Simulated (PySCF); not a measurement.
Simulation results for CH₇BGe, CH₄BClGe, CH₆B₂Ge

All values are calculated (PySCF 2.14.0). Calculation on a computer-drawn molecule: the log of a Hartree-Fock and frozen-core CCSD(T) single point meant for a local Hartree-Fock minimum, with one planted fault or none, to be diagnosed. Offsets are logged minus clean, where the clean run is the same molecule without the fault. The reference is restricted for singlets and unrestricted otherwise, and also for a bond in bohr or an excited solution. Adding or removing an electron swaps singlet and doublet. The excited solution moves the top pair (singlet) or top alpha electron (doublet) to the lowest empty orbital. Highest occupied and lowest empty are orbital energies over both spins, largest force is the largest gradient component, triples share is (T) over the correlation energy, the T1 limit is 0.02 restricted and 0.045 unrestricted, electrons count all cores, a negative frequency is imaginary (commonest isotopes), and the dipole is about the centre of nuclear charge; on germanium a core potential holds 10 electrons, which the energies leave out, and 3d is frozen in MP2 and coupled-cluster steps.

Common to all runs: meant charge 0; meant multiplicity 1; meant basis and core potential on germanium cc-pVDZ-PP ECP10MDF; logged SCF converged yes; logged CC converged yes; logged SCF stable within its kind yes; possible faults no fault, one electron removed, one electron added, multiplicity raised by two, geometry at a saddle point, SCF held on an excited solution, minimal basis STO-3G, one bond length entered in bohr, all coordinates scaled.

(1) 
```xyz
10
formula=CH7BGe meant_basis=cc-pVDZ logged_electrons=50 logged_basis_functions=86 logged_spin_squared=0 logged_highest_occupied=-11.689 logged_lowest_empty=2.3982 logged_largest_force=0.0090502 logged_T1_diagnostic=0.010124 logged_D1_diagnostic=0.030409 logged_triples_share=0.025278 logged_dipole_magnitude=0.76975 logged_energy_HF=-359.98188 logged_energy_CCSD(T)=-360.37701 planted_fault=all_coordinates_scaled,by_-1.3_% HF_energy_offset_from_clean_run=0.8592 CCSD(T)_energy_offset_from_clean_run=1.729
B     -0.2242     0.3745     2.3402
C     -0.0787     1.2147     1.0638
Ge    -0.0735     0.0190    -0.4938
H     -1.2969     0.0965     2.7656
H      0.7317    -0.0611     2.8931
H     -0.9017     1.8896     0.8888
H      0.8537     1.7533     0.9992
H     -1.3661    -0.7624    -0.5755
H      1.0832    -0.9529    -0.4212
H      0.0707     0.8649    -1.7383
```

Units: logged_highest_occupied, logged_lowest_empty in eV; logged_largest_force in hartree/bohr; logged_dipole_magnitude in debye; logged_energy_HF, logged_energy_CCSD(T) in hartree; HF_energy_offset_from_clean_run, CCSD(T)_energy_offset_from_clean_run in kcal/mol.

Drawn bonds:
```
atom  other atom  order
   1           2      1
   2           3      1
   1           4      1
   1           5      1
   2           6      1
   2           7      1
   3           8      1
   3           9      1
   3          10      1
```

(2) 
```xyz
8
formula=CH4BClGe meant_basis=cc-pV(D+d)Z logged_electrons=64 logged_basis_functions=94 logged_spin_squared=0 logged_highest_occupied=-9.3491 logged_lowest_empty=0.24984 logged_largest_force=0.0084391 logged_T1_diagnostic=0.014764 logged_D1_diagnostic=0.044707 logged_triples_share=0.029057 logged_dipole_magnitude=2.7212 logged_energy_HF=-817.78732 logged_energy_CCSD(T)=-818.29044 planted_fault=all_coordinates_scaled,by_-1.2_% HF_energy_offset_from_clean_run=0.6086 CCSD(T)_energy_offset_from_clean_run=1.216
B      0.3422     1.0298     2.0957
C      0.2210     2.0534     0.9518
Ge     1.8718     3.1280     0.6755
Cl     1.9678     4.1095     2.6400
H      0.8147    -0.0415     1.8867
H      0.0095     1.2987     3.1994
H      0.0584     1.5987    -0.0161
H     -0.5296     2.8118     1.1425
```

Units: logged_highest_occupied, logged_lowest_empty in eV; logged_largest_force in hartree/bohr; logged_dipole_magnitude in debye; logged_energy_HF, logged_energy_CCSD(T) in hartree; HF_energy_offset_from_clean_run, CCSD(T)_energy_offset_from_clean_run in kcal/mol.

Drawn bonds:
```
atom  other atom  order
   1           2      1
   2           3      1
   3           4      1
   1           5      1
   1           6      1
   2           7      1
   2           8      1
```

(3) 
```xyz
10
formula=CH6B2Ge meant_basis=cc-pVDZ logged_electrons=53 logged_basis_functions=95 logged_spin_squared=0.7709 logged_highest_occupied=-16.88 logged_lowest_empty=-7.2352 logged_largest_force=0.046006 logged_T1_diagnostic=0.021669 logged_D1_diagnostic=0.070425 logged_triples_share=0.03187 logged_dipole_magnitude=2.2559 logged_energy_HF=-383.75431 logged_energy_CCSD(T)=-384.18538 planted_fault=one_electron_removed HF_energy_offset_from_clean_run=187.5 CCSD(T)_energy_offset_from_clean_run=207.6
B     -1.0240    -0.8288     0.7055
C      0.2744    -0.2096     1.3014
B      1.5058    -0.8465     0.5927
Ge     0.2642     1.7610     0.7528
H     -1.9088    -1.1956     1.4333
H     -1.1674    -0.9495    -0.4801
H      0.3228    -0.2147     2.3900
H      1.5389    -0.9738    -0.6004
H      2.4489    -1.2207     1.2387
H      0.2014     1.5282    -0.8104
```

Units: logged_highest_occupied, logged_lowest_empty in eV; logged_largest_force in hartree/bohr; logged_dipole_magnitude in debye; logged_energy_HF, logged_energy_CCSD(T) in hartree; HF_energy_offset_from_clean_run, CCSD(T)_energy_offset_from_clean_run in kcal/mol.

Drawn bonds:
```
atom  other atom  order
   1           2      1
   2           3      1
   2           4      1
   1           5      1
   1           6      1
   2           7      1
   3           8      1
   3           9      1
   4          10      1
```

(4) 
```xyz
10
formula=CH6B2Ge meant_basis=cc-pVDZ logged_electrons=54 logged_basis_functions=95 logged_spin_squared=0 logged_highest_occupied=-9.1032 logged_lowest_empty=0.022132 logged_largest_force=4.116e-05 logged_lowest_frequency=52.328 logged_T1_diagnostic=0.016773 logged_D1_diagnostic=0.050816 logged_triples_share=0.031992 logged_dipole_magnitude=0.90815 logged_energy_HF=-384.05307 logged_energy_CCSD(T)=-384.51617
B     -1.0240    -0.8288     0.7055
C      0.2744    -0.2096     1.3014
B      1.5058    -0.8465     0.5927
Ge     0.2642     1.7610     0.7528
H     -1.9088    -1.1956     1.4333
H     -1.1674    -0.9495    -0.4801
H      0.3228    -0.2147     2.3900
H      1.5389    -0.9738    -0.6004
H      2.4489    -1.2207     1.2387
H      0.2014     1.5282    -0.8104
```

Units: logged_highest_occupied, logged_lowest_empty in eV; logged_largest_force in hartree/bohr; logged_lowest_frequency in cm⁻¹; logged_dipole_magnitude in debye; logged_energy_HF, logged_energy_CCSD(T) in hartree.

Drawn bonds:
```
atom  other atom  order
   1           2      1
   2           3      1
   2           4      1
   1           5      1
   1           6      1
   2           7      1
   3           8      1
   3           9      1
   4          10      1
```

## Withheld values
1. Give the missing planted fault for CH₆B₂Ge (entry 4).

Calculated values
1. no fault

Further results for CH₆B₂Ge (entry 4):

| Item | Value |
| --- | --- |
| HF energy offset from clean run | 0 kcal/mol |
| CCSD(T) energy offset from clean run | 0 kcal/mol |
